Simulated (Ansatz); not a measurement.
Program: Ansatz. Geometries: PBE0-D4/def2-TZVP. ΔE: electronic, gas phase. CCSD(T)/CBS adds triple-zeta CCSD(T) − MP2 to the extrapolated MP2 energy (def2 sets, frozen cores). Functionals use def2-TZVPP. For Ge outer-core shells are correlated without core-valence functions, which leaves a few kJ/mol of doubt a bond. Scalar relativity is left out up to krypton. One conformer a species, not always the lowest.

Consider the formal exchange of groups at a B–C bond: `BCCS` + `C[NH][GeH3]` → `BC[NH][GeH3]` + `CCS`.

**Question.** Is it downhill or uphill in electronic energy at CCSD(T)/CBS, and by how much? (Estimate.)

**Answer.** Computed: Uphill: ΔE = +1.3 kcal/mol.

**Question.** What do these levels give: PBE-D4, CAM-B3LYP-D4, ωB97M-V, PBE, CAM-B3LYP, CCSD/def2-SVP? (An estimate is asked.)

**Answer.** The calculation gave: PBE-D4 -2.4, CAM-B3LYP-D4 0.8, ωB97M-V 0.4, PBE -2.4, CAM-B3LYP 0.8, CCSD/def2-SVP 1.9 kcal/mol.

Largest T1 diagnostic among the species: 0.012.

From BLYP to BHLYP (50 % exact exchange), in def2-TZVPP and without D4, ΔE moves by +2.8 kcal/mol. Leaving LDA and LC-ωPBE aside and taking each functional with its dispersion term where it has one, the values, not all of them listed here, spread over 4.7 kcal/mol, from PBE-D4 to BHLYP-D4. LDA lies −3.1 kcal/mol from PBE without D4. In def2-TZVPP, CCSD(T) changes the Hartree–Fock value by −4.6 kcal/mol (the triples alone add −0.9 kcal/mol) and MP2 by −4.8 kcal/mol.
